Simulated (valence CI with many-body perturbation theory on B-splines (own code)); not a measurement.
**W34+ in brief**

Calculated by configuration interaction combined with many-body perturbation theory (CI+MBPT): four valence electrons over a frozen Dirac-Fock core [Kr], radial functions for each j: 9 s, 9 p, 10 d, 8 f, 5 g, 3 h, 1 i, with the one-electron correlation potential Σ1 (screened to all orders), the two-electron term Σ2, the three-electron term Σ3, Breit, model QED; selected single and double excitations, second order for the rest (own B-spline code, finite nucleus).

No measured spectrum was set against this ion. As an estimate, large intervals hold to a few tenths of a per cent, small ones and those within an open d or f shell to about a per cent. Only levels of the ground parity were solved; by the run's estimate the other parity begins above the list, which can be wrong where configurations are misplaced.

Levels are named by their leading jj configuration (3d3/2^4 stands for four electrons in 3d with j = 3/2), which in mixed levels can hold well under half, so a name can repeat and another be missing.

Rates and lifetimes use the calculated energies. Strong lines usually hold to 10 to 20 %, long lifetimes can be off by a factor of two.

Task: What is the ground level?

Result: (4d3/2^4) J=0, composition 58 % 4d⁴ ³P + 30 % 4d⁴ ⁵D + 12 % 4d⁴ ¹S.

Task: What is the ionisation energy?

Result: 1456.4 eV; NIST lists 1459.9 ± 1.5 eV (semi-empirical).

Task: How well does LS coupling describe the low levels?

Result: Among the lowest 20 levels the leading LS term, summed over configurations, holds 47 % on average. For single configurations the figures are 47 % in LS and 94 % in jj coupling. Terms mix most in the J = 3 level at 169370 cm⁻¹, where the leading one holds 28 %.

Task: Name the longest-lived excited levels whose lifetime is computed, and their main decay.

Result: (4d3/2^2 4d5/2^2) J=6 at 301940 cm⁻¹ lives 71.6 ms, mostly by M1 to (4d3/2^2 4d5/2^2) J=5. The lifetime of (4d3/2^3 4d5/2) J=4 is too uncertain to give, and may be longer.
